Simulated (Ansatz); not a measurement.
Harmonic frequencies (cm⁻¹) at PBE0-D4/def2-TZVP from Ansatz: 122, 302, 416, 521, 750, 893, 905, 993, 1009, 1039, 1161, 1236, 1331, 1390, 1420, 1731, 2564, 2678, 3166, 3188, 3283.

Each molecule was computed in one conformer, which needn't be the lowest.

(1) Which molecule is it?
A. `BOC=C`
B. `CC1BO1`
C. `BCC=O`
D. `BC(C)=O`

## Answers

(1) A.
